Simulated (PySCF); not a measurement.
Gas-phase reaction: 4 GeH2 + 3 H2 + i-Si4H10 ⇌ 4 H3SiGeH3

Method: PySCF energies plus ideal-gas RRHO corrections (1 bar). † marks an energy on the PBE0/def2-TZVP geometry and frequencies; other levels use their own. MP2 and CCSD(T) freeze the core. 6-31G* has spherical d functions here. All species are closed-shell singlets. B3LYP is the form with VWN-RPA correlation. Ge: all electrons, no relativistic terms. GeH2: computed as isolated molecules; such fragments, hydroxides, amides, oligomers or adducts are transient or little studied in the gas. MP2 isn't extrapolated to the basis-set limit. CCSD(T) isn't extrapolated to the basis-set limit.

| level | ΔH°(298 K), kJ |
|---|---|
| B3LYP/def2-TZVP† | -657 |
| CCSD(T)/def2-SVP† | -719 |
| HF/6-31G* | -692 |
| HF/def2-TZVP† | ___ |
| M06-2X/def2-TZVP† | ___ |
| MP2/def2-SVP† | -777 |
| PBE/def2-SVP | -730 |
| PBE/def2-TZVP† | -702 |
| PBE0/def2-SVP† | ___ |
| PBE0/def2-TZVP | -750 |
| ωB97X-V/def2-TZVP† | ___ |

Q: What belongs in the gaps?

A: 
- HF/def2-TZVP†, ΔH°(298 K), kJ: -686
- M06-2X/def2-TZVP†, ΔH°(298 K), kJ: -675
- PBE0/def2-SVP†, ΔH°(298 K), kJ: -776
- ωB97X-V/def2-TZVP†, ΔH°(298 K), kJ: -754
